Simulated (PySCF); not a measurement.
**Bond length, frequency and bond energy of BeN by level of theory**

State: ⁴Σ⁻ (quartet), unpaired electrons σ ↑, π ↑↑. Set-up: PySCF, no relativity, basis sets Be def2-TZVP, N def2-TZVP. De refers to Be + N in their high-spin ground configurations, without counterpoise correction. The functionals are run spin-unrestricted. A positive dipole means Be(−)N(+).

```csv
Level,Re (Å),ωe (cm⁻¹),De (eV),μ (D),"CPU s a point (SCF and correlation, without the integrals)"
UHF,1.595,983,0.98,-1.63,0.13
UHF-MP2,1.605,959,1.57,n/a,0.19
UHF-SCS-MP2,1.609,948,1.49,n/a,n/a
UHF-CCSD,1.613,926,1.18,n/a,n/a
UHF-CCSD(T),1.618,912,1.26,n/a,2.5
PBE,1.620,905,2.22,-1.17,0.35
PW91,1.618,907,2.24,-1.18,0.29
BP86,1.622,901,2.19,-1.20,0.26
r²SCAN,1.615,912,2.06,-1.32,0.49
PBE0,1.605,944,2.01,-1.32,0.61
r²SCAN0,1.605,937,1.90,-1.42,0.58
LC-ωPBE,1.598,971,2.06,-1.38,0.55
```

**Question.** Which functional lies closest to UHF-CCSD(T) in De, which farthest, and by how much do they differ from it?

**Answer.** Closest is r²SCAN0 (-1.3 pm in Re, +2.7 % in ωe, +0.64 eV in De against UHF-CCSD(T) in the same basis), farthest PW91 (+0.0 pm in Re, -0.5 % in ωe, +0.98 eV in De). CCSD(T) converges more slowly with the basis than the functionals do and binds too weakly in this one, so the order can change at the basis-set limit.

**Question.** What does the step from GGA to meta-GGA do here, going from PBE to r²SCAN?

**Answer.** r²SCAN less PBE: -0.5 pm in Re, +0.8 % in ωe, -0.16 eV in De. 

**Question.** What does a quarter of exact exchange do here, going from r²SCAN to r²SCAN0?

**Answer.** r²SCAN0 less r²SCAN: -1.0 pm in Re, +2.7 % in ωe, -0.16 eV in De. Exact exchange removes part of the self-interaction that spreads semilocal densities, and in most molecules shortens and stiffens the bond and lowers De; so it does here.

Correlated steps freeze 1 core orbital. The state was picked by a PBE0 search and need not be the measured ground state.

The whole job (state search and all levels along the bond) took about 1.4 min on 1 thread of Oxide Virtual Turin-like (shared host), peak memory 0.68 GiB.
